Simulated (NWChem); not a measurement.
BNH anion

```xyz
3

B      0.0000     0.0000    -0.5878
N      0.0000     0.0000     0.6746
H      0.0000     0.0000    -1.7838
```
Atoms are numbered in this order, from 1.

Computed with NWChem. Sets without diffuse functions describe the anion's extra electron poorly. Geometry: optimised at B3LYP/def2-SVPD. Total energies compare along this basis series because the functional is fixed.

| level | basis functions | energy (Ha) | highest occupied level (eV) | orbital gap (eV) |
|---|---|---|---|---|
| Hartree-Fock/cc-pVDZ | 33 | -79.6716 | -2.60 | 14.33 |
| Hartree-Fock/aug-cc-pVDZ | 55 | -79.6880 | -3.17 | 7.86 |
| Hartree-Fock/cc-pVTZ | 74 | -79.6984 | -2.94 | 13.13 |
| Hartree-Fock/aug-cc-pVTZ | 115 | -79.7036 | -3.18 | 7.08 |
| Hartree-Fock/cc-pVQZ | 140 | -79.7067 | -3.07 | 11.95 |
